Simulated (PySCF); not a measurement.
# Computed records: CH₅AlBGe, CH₄AlClGe, CH₉AlGe₂, AlCl₂GeH₃

All values are calculated (PySCF 2.14.0). Calculation on a computer-drawn molecule: the log of a Hartree-Fock and frozen-core CCSD(T) single point meant for a local Hartree-Fock minimum, with one planted fault or none, to be diagnosed. Offsets are logged minus clean, where the clean run is the same molecule without the fault. The reference is restricted for singlets and unrestricted otherwise, and also for a bond in bohr or an excited solution. Adding or removing an electron swaps singlet and doublet. The excited solution moves the top pair (singlet) or top alpha electron (doublet) to the lowest empty orbital. Highest occupied and lowest empty are orbital energies over both spins, largest force is the largest gradient component, triples share is (T) over the correlation energy, the T1 limit is 0.02 restricted and 0.045 unrestricted, electrons count all cores, a negative frequency is imaginary (commonest isotopes), and the dipole is about the centre of nuclear charge; on germanium a core potential holds 10 electrons, which the energies leave out, and 3d is frozen in MP2 and coupled-cluster steps.

Common to all runs: meant multiplicity 1; meant basis cc-pV(D+d)Z; meant basis and core potential on germanium cc-pVDZ-PP ECP10MDF; logged SCF converged yes; logged CC converged yes; logged SCF stable within its kind yes; possible faults no fault, one electron removed, one electron added, multiplicity raised by two, geometry at a saddle point, SCF held on an excited solution, minimal basis STO-3G, one bond length entered in bohr, all coordinates scaled.

(1) CH₅AlBGe

Logged structure:
```xyz
9
CH5AlBGe
Al    -0.0140    -0.9794    -0.5094
C     -1.5834     0.2344    -0.8757
B     -1.0327     1.4008    -1.3306
Ge     0.0397     2.9348    -1.9449
H      1.3568    -0.2766    -0.8353
H     -0.2808    -2.4160     0.0305
H     -2.5945    -0.1100    -0.6990
H      1.5479     2.8657    -1.9932
H     -0.6094     4.2261    -2.3863
```

```
meant charge                         : 1
logged electrons                     : 59
logged basis functions               : 99
logged spin squared                  : 0.7549
logged highest occupied              : -20.117 eV
logged lowest empty                  : -12.057 eV
logged largest force                 : 0.044064 hartree/bohr
logged T1 diagnostic                 : 0.018315
logged D1 diagnostic                 : 0.069165
logged triples share                 : 0.029587
logged dipole magnitude              : 2.3933 debye
logged energy HF                     : -599.95712 hartree
logged energy CCSD(T)                : -600.31785 hartree
planted fault                        : one electron removed
HF energy offset from clean run      : 295.7 kcal/mol
CCSD(T) energy offset from clean run : 329.5 kcal/mol
```

Drawn bonds:
| atom | other atom | order |
| --- | --- | --- |
| 1 | 2 | 1 |
| 2 | 3 | 2 |
| 3 | 4 | 1 |
| 1 | 5 | 1 |
| 1 | 6 | 1 |
| 2 | 7 | 1 |
| 4 | 8 | 1 |
| 4 | 9 | 1 |

(2) CH₅AlBGe

Structure as in entry 1.

```
meant charge                         : 1
logged electrons                     : 61
logged basis functions               : 99
logged spin squared                  : 0.8098
logged highest occupied              : -7.4287 eV
logged lowest empty                  : 0.90651 eV
logged largest force                 : 0.024047 hartree/bohr
logged T1 diagnostic                 : 0.021799
logged D1 diagnostic                 : 0.06814
logged triples share                 : 0.037127
logged dipole magnitude              : 0.14069 debye
logged energy HF                     : -600.67165 hartree
logged energy CCSD(T)                : -601.09487 hartree
planted fault                        : one electron added
HF energy offset from clean run      : -152.6 kcal/mol
CCSD(T) energy offset from clean run : -158.1 kcal/mol
```

Drawn bonds:
| atom | other atom | order |
| --- | --- | --- |
| 1 | 2 | 1 |
| 2 | 3 | 2 |
| 3 | 4 | 1 |
| 1 | 5 | 1 |
| 1 | 6 | 1 |
| 2 | 7 | 1 |
| 4 | 8 | 1 |
| 4 | 9 | 1 |

(3) CH₄AlClGe

Logged structure:
```xyz
8
CH4AlClGe
Al    -0.9926    -2.3657     0.8350
C      0.7978    -1.8167     0.9300
Ge     1.8170    -1.3074    -0.3640
Cl     1.1749    -1.2179    -2.3599
H     -1.7343    -2.4015    -0.5171
H     -1.7142    -2.7823     2.1372
H      1.3220    -1.7872     1.8569
H      3.2294    -0.8630    -0.3665
```

```
meant charge                         : 0
logged electrons                     : 72
logged basis functions               : 103
logged spin squared                  : 0
logged highest occupied              : -9.0821 eV
logged lowest empty                  : 1.0424 eV
logged largest force                 : 0.018866 hartree/bohr
logged T1 diagnostic                 : 0.012316
logged D1 diagnostic                 : 0.037583
logged triples share                 : 0.031304
logged dipole magnitude              : 2.7302 debye
logged energy HF                     : -1034.97835 hartree
logged energy CCSD(T)                : -1035.46937 hartree
planted fault                        : all coordinates scaled, by -2.3 %
HF energy offset from clean run      : 2.786 kcal/mol
CCSD(T) energy offset from clean run : 4.805 kcal/mol
```

Drawn bonds:
| atom | other atom | order |
| --- | --- | --- |
| 1 | 2 | 1 |
| 2 | 3 | 2 |
| 3 | 4 | 1 |
| 1 | 5 | 1 |
| 1 | 6 | 1 |
| 2 | 7 | 1 |
| 3 | 8 | 1 |

(4) CH₉AlGe₂

Logged structure:
```xyz
13
CH9AlGe2
Al    -1.9536     0.9889    -0.9924
Ge    -0.7914    -0.2742     0.8439
C      0.2489     0.8982     2.0603
Ge     1.8129     1.7619     1.2472
H     -2.2330     0.3171    -2.3974
H     -2.4528     2.4705    -0.7412
H      1.0127    -2.3009    -0.2155
H     -1.8267    -1.0355     1.6999
H      0.5853     0.3086     2.9172
H     -0.4157     1.6779     2.4428
H      2.4177     2.8135     2.1857
H      1.3988     2.4649    -0.0592
H      2.8875     0.7225     0.9066
```

```
meant charge                         : 0
logged electrons                     : 92
logged basis functions               : 128
logged spin squared                  : 0.86
logged highest occupied              : -8.2282 eV
logged lowest empty                  : 0.59755 eV
logged largest force                 : 0.005735 hartree/bohr
logged T1 diagnostic                 : 0.035868
logged D1 diagnostic                 : 0.18243
logged triples share                 : 0.032051
logged dipole magnitude              : 0.89304 debye
logged energy HF                     : -871.66243 hartree
logged energy CCSD(T)                : -872.14767 hartree
planted fault                        : one bond length entered in bohr, row 6 of the drawn bonds
HF energy offset from clean run      : 60.74 kcal/mol
CCSD(T) energy offset from clean run : 69.07 kcal/mol
```

Drawn bonds:
| atom | other atom | order |
| --- | --- | --- |
| 1 | 2 | 1 |
| 2 | 3 | 1 |
| 3 | 4 | 1 |
| 1 | 5 | 1 |
| 1 | 6 | 1 |
| 2 | 7 | 1 |
| 2 | 8 | 1 |
| 3 | 9 | 1 |
| 3 | 10 | 1 |
| 4 | 11 | 1 |
| 4 | 12 | 1 |
| 4 | 13 | 1 |

(5) AlCl₂GeH₃

Logged structure:
```xyz
7
AlCl2GeH3
Al    -0.2632     1.3486     2.3531
Ge     1.2299     2.6596     0.8174
Cl     3.2648     1.8810     1.0304
Cl     0.6172     2.2391    -1.2416
H     -0.3019    -0.2068     2.1461
H     -1.0951     2.1099     3.4512
H      1.3963     4.1743     0.8623
```

```
meant charge                         : 0
logged electrons                     : 81
logged basis functions               : 107
logged spin squared                  : 0.7759
logged highest occupied              : -16.941 eV
logged lowest empty                  : -8.7917 eV
logged largest force                 : 0.065686 hartree/bohr
logged T1 diagnostic                 : 0.026305
logged D1 diagnostic                 : 0.15699
logged triples share                 : 0.03073
logged dipole magnitude              : 6.1472 debye
logged energy HF                     : -1455.78309 hartree
logged energy CCSD(T)                : -1456.27272 hartree
planted fault                        : one electron removed
HF energy offset from clean run      : 222.8 kcal/mol
CCSD(T) energy offset from clean run : 223.7 kcal/mol
```

Drawn bonds:
| atom | other atom | order |
| --- | --- | --- |
| 1 | 2 | 1 |
| 2 | 3 | 1 |
| 2 | 4 | 1 |
| 1 | 5 | 1 |
| 1 | 6 | 1 |
| 2 | 7 | 1 |
